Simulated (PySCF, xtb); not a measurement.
CH₈O₃Si₂, SMILES O[Si]([SiH2]O)(O)C. One conformer was computed; it need not be the lowest.

Harmonic wavenumbers (cm⁻¹) from GFN2-xTB in xtb at its own minimum, in rising order: 29, 96, 112, 127, 169, 200, 237, 251, 302, 304, 327, 450, 475, 618, 697, 719, 784, 791, 797, 813, 823, 843, 854, 880, 913, 1378, 1491, 1498, 2145, 2186, 3014, 3038, 3047, 3650, 3653, 3704.

### Question
What does PySCF with PBE-D3(BJ)/def2-SVP give at its own minimum? (An estimate is asked for; the answer gives what the named calculation found.)

### Answer
51, 116, 131, 147, 166, 209, 225, 228, 286, 323, 424, 477, 497, 667, 683, 724, 749, 758, 783, 794, 839, 902, 908, 934, 994, 1217, 1376, 1380, 2111, 2131, 2973, 3069, 3086, 3624, 3737, 3756. Paired by order, the mean absolute difference is 42 cm⁻¹ and the zero-point energies are 59.2 and 59.3 kcal/mol.
